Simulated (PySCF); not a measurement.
# The third ionisation energy along the 5d series

Calculated with PySCF 2.14 from differences of total energies of unrestricted determinants, without spin-orbit coupling. Values in eV. The last column holds reference values (NIST; (s) semi-empirical, (t) theoretical, else measured). Unmarked ones compare directly (S terms, centres of terms, or small fine structure); those marked * lie between the lowest fine-structure levels and include a spin-orbit shift.

| element | configurations | UHF | MP2 (valence) | SCS-MP2 (valence) | CCSD (valence) | CCSD(T) (valence) | r2SCAN | reference |
| --- | --- | --- | --- | --- | --- | --- | --- | --- |
| Hf (ANO-RCC-VTZP, spin-free X2C) | [Xe] 4f14 5d2 → [Xe] 4f14 5d1 | 21.501 | 21.585 | 21.529 | 21.609 | 21.609 | 22.632 | 22.55 ± 0.04 (t) * |
| Ta (ANO-RCC-VTZP, spin-free X2C) | [Xe] 4f14 5d3 → [Xe] 4f14 5d2 | 23.121 | 23.372 | 23.205 | 23.427 | 23.429 | 24.282 | 23.1 ± 1.6 (t) * |
| W (ANO-RCC-VTZP, spin-free X2C) | [Xe] 4f14 5d4 → [Xe] 4f14 5d3 | 24.779 | 25.204 | 24.921 | 25.263 | 25.269 | 25.836 | 26 ± 0.4 (s) * |
| Re (ANO-RCC-VTZP, spin-free X2C) | [Xe] 4f14 5d5 → [Xe] 4f14 5d4 | 27.234 | 27.761 | 27.410 | 27.804 | 27.813 | 28.286 | 27 ± 1.6 (t) * |
| Os (ANO-RCC-VTZP, spin-free X2C) | [Xe] 4f14 5d6 → [Xe] 4f14 5d5 | 24.937 | 26.084 | 26.274 | 26.158 | 26.209 | 26.770 | 25 ± 1.6 (t) * |
| Ir (ANO-RCC-VTZP, spin-free X2C) | [Xe] 4f14 5d7 → [Xe] 4f14 5d6 | 27.503 | 28.744 | 28.879 | 28.727 | 28.786 | 29.228 | 28 ± 1.6 (t) * |
| Pt (ANO-RCC-VTZP, spin-free X2C) | [Xe] 4f14 5d8 → [Xe] 4f14 5d7 | 29.166 | 30.648 | 30.666 | 30.539 | 30.611 | 30.932 | 29 ± 1.6 (t) * |
| Au (ANO-RCC-VTZP, spin-free X2C) | [Xe] 4f14 5d9 → [Xe] 4f14 5d8 | 30.943 | 32.638 | 32.531 | 32.447 | 32.531 | 32.569 | 30 ± 1.6 (t) * |
| Hg (ANO-RCC-VTZP, spin-free X2C) | [Xe] 4f14 5d10 → [Xe] 4f14 5d9 | 33.509 | 35.269 | 35.095 | 34.986 | 35.062 | 35.096 | 34.49 ± 0.05 * |

"Valence" correlates the outer s and p shells and, in groups 3 to 12 and the f block, the outer d or f shell, open or full, or the next shell where the ion has no valence electron left; the wider scheme adds the next inner shell.
